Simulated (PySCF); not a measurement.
Compound: B2H9N3O.
Bonds: N1–B2, B2–O3, B2–N4, N4–B5, B5–N6, B2–N6. Hydrogens: H7, H8 on N1; H9 on O3; H10, H11 on N4; H12, H13 on B5; H14, H15 on N6.

Method: PBE0-D3(BJ)/def2-SVP geometry optimisation, gas phase (PySCF 2.14.0).

(1) List the bond lengths, angles and torsions at this level.

Answers

(1) 
```json
{"bond": "N1–B2", "length (pm)": "147.0"}
{"bond": "B2–O3", "length (pm)": "141.2"}
{"bond": "B2–N4", "length (pm)": "165.9"}
{"bond": "N4–B5, B5–N6", "length (pm)": "158.9"}
{"bond": "B2–N6", "length (pm)": "163.3"}
{"bond": "N1–H7, N1–H8", "length (pm)": "101.3"}
{"bond": "O3–H9", "length (pm)": "95.9"}
{"bond": "N4–H10, N6–H15", "length (pm)": "101.7"}
{"bond": "N4–H11, N6–H14", "length (pm)": "101.7"}
{"bond": "B5–H12", "length (pm)": "122.1"}
{"bond": "B5–H13", "length (pm)": "121.9"}
```

Bonds in one row agree within 1 pm and their mean is given. A selection of angles:
```json
{"angle": "B2–N1–H7", "degrees": "113.9"}
{"angle": "B2–N1–H8", "degrees": "119.1"}
{"angle": "H7–N1–H8", "degrees": "109.7"}
{"angle": "N1–B2–O3", "degrees": "112.8"}
{"angle": "N1–B2–N4", "degrees": "116.3"}
{"angle": "N1–B2–N6", "degrees": "112.6"}
{"angle": "O3–B2–N4", "degrees": "111.4"}
{"angle": "O3–B2–N6", "degrees": "113.1"}
{"angle": "N4–B2–N6", "degrees": "88.5"}
{"angle": "B2–O3–H9", "degrees": "113.3"}
{"angle": "B2–N4–B5", "degrees": "88.6"}
{"angle": "B2–N4–H10", "degrees": "113.3"}
{"angle": "B2–N4–H11", "degrees": "114.4"}
{"angle": "B5–N4–H10", "degrees": "116.7"}
{"angle": "B5–N4–H11", "degrees": "115.6"}
{"angle": "H10–N4–H11", "degrees": "107.5"}
{"angle": "N4–B5–N6", "degrees": "92.6"}
{"angle": "N4–B5–H12", "degrees": "111.0"}
{"angle": "N4–B5–H13", "degrees": "112.8"}
{"angle": "H12–B5–H13", "degrees": "114.5"}
{"angle": "B5–N6–H14", "degrees": "116.6"}
{"angle": "B2–N6–H14", "degrees": "111.5"}
```

Dihedral angles: N1–B2–N4–B5 -121° (anticlinal); B2–N4–B5–N6 7° (synperiplanar); N4–B5–N6–B2 -7° (synperiplanar); N1–B2–N6–B5 124° (anticlinal); H9–O3–B2–N1 174° (antiperiplanar). The mirror-image conformer, all signs reversed, is as good.

N1 (boron-bound nitrogen) is pyramidal (angles 119.1°, 113.9° and 109.7°, sum 342.7°, 0.28 Å off the plane of its three neighbours). The B–N distances run from 1.470 Å (N1–B2, drawn single) to 1.659 Å (B2–N4, drawn single), a spread of 0.189 Å. B2 (four-coordinate boron) has angles from 88.5° to 116.3°. The 4-membered ring B2–N4–B5–N6 has internal angles of 88.5° to 92.6°; it is slightly puckered (a soft mode that the optimisation may not have finished), 0.05 Å rms from its mean plane, widest ring torsion 7°. B5 (four-coordinate boron) has angles from 92.6° to 114.5°. N4 (nitrogen bonded to 2 B and 2 H) has angles from 88.6° to 116.7°. O3 (boron-bound oxygen) is bent (angle 113.3°).

Not checked by PBE0-D3(BJ)/def2-SVP frequencies. The numbers are those of one conformer (H–N1–B2–O3 25° and 157°, N1–B2–O3–H 174°).
